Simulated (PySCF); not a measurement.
Species: C6H5F.
Cartesian coordinates in Å at the PBE0-D3(BJ)/def2-SVP level; atoms count from 1:
```
atom  x, y, z in Å
F1    -2.5546    0.8410    0.2351
C2    -1.7737   -0.2152    0.1164
C3    -0.4364   -0.1182    0.0351
C4     0.4821   -1.2513   -0.0944
C5     1.7403   -0.7440   -0.1410
C6     1.6716    0.7151   -0.0454
C7     0.3728    1.0982    0.0599
H8    -2.3290   -1.1581    0.0926
H9     0.1854   -2.2986   -0.1408
H10    2.6622   -1.3192   -0.2339
H11    2.5365    1.3796   -0.0580
H12   -0.0216    2.1088    0.1476
```

The calculation used PBE0-D3(BJ)/def2-SVP geometry optimisation, gas phase (PySCF 2.14.0).

Take the most abundant isotopes and a rigid rotor. 

(1) What are A, B and C (MHz)?

(2) Classify the top.

(3) Is it planar, by Δ = Ic − Ia − Ib?

(4) Which lines would a microwave search look for?

(5) Estimate the classical rotational partition function at 10 K, 25 K and 500 K.

## Answers

(1) Ia = 67.81, Ib = 261.07, Ic = 328.88 u·Å²; 505379 MHz·u·Å²/I gives A = 7453, B = 1936, C = 1537 MHz.

(2) An asymmetric top; Ray's κ = -0.865.

(3) Planar: Δ = Ic − Ia − Ib = 0.00 u·Å². For a rigid frame Δ = −2 Σ m c², so it vanishes when all atoms lie in the ab plane; here none is more than 0.01 Å from it.

(4) The dipole components are |μa| = 0.15 D, |μb| = 1.02 D, |μc| = 0.00 D; the mirror of this Cs structure is the ab plane, so μc vanishes by symmetry and there are no c-type lines. Intensities carry the squares of the components, which stand as 0.02 : 1.00 (a : b). Some lines, for components of 0.1 D or more:

| type | branch | J(Ka,Kc) | MHz | lower level (cm⁻¹) |
| --- | --- | --- | --- | --- |
| b | R | 2(0,2) ← 1(1,1) | 1407 | 0.300 |
| a | Q | 3(1,2) ← 3(1,3) | 2394 | 0.845 |
| b | R | 3(0,3) ← 2(1,2) | 5196 | 0.518 |
| b | Q | 1(1,0) ← 1(0,1) | 5916 | 0.116 |
| b | Q | 2(1,1) ← 2(0,2) | 6336 | 0.347 |
| b | Q | 3(1,2) ← 3(0,3) | 7005 | 0.692 |
| a | R | 2(1,1) ← 1(1,0) | 7344 | 0.313 |
| a | R | 3(0,3) ← 2(0,2) | 10334 | 0.347 |
| a | R | 3(1,2) ← 2(1,1) | 11003 | 0.558 |
| b | R | 2(1,2) ← 1(0,1) | 12063 | 0.116 |
| b | R | 3(1,3) ← 2(0,2) | 14945 | 0.347 |
| b | Q | 2(2,0) ← 2(1,1) | 16572 | 0.558 |
| b | Q | 2(2,1) ← 2(1,2) | 17748 | 0.518 |
| b | Q | 3(3,1) ← 3(2,2) | 28595 | 1.458 |
| b | R | 3(3,1) ← 2(2,0) | 38992 | 1.111 |
| b | R | 3(3,0) ← 2(2,1) | 39013 | 1.110 |

(5) Point group Cs, symmetry number σ = 1; q = (√π/σ)·√((kT/h)³/(ABC)), k/h = 20836.6 MHz/K: 1130 at 10 K, 4480 at 25 K, 400000 at 500 K.

No frequency check. These are rigid-rotor constants of the computed structure; measured ground-state constants (B0) also hold zero-point vibration.

Hardware: one thread, AMD EPYC 7R43 (x86_64), shared host with 256 logical CPUs at a one-minute load of 150. Cost: 65 s of wall time, 0.51 GiB resident at most. These figures are those of the optimisation.
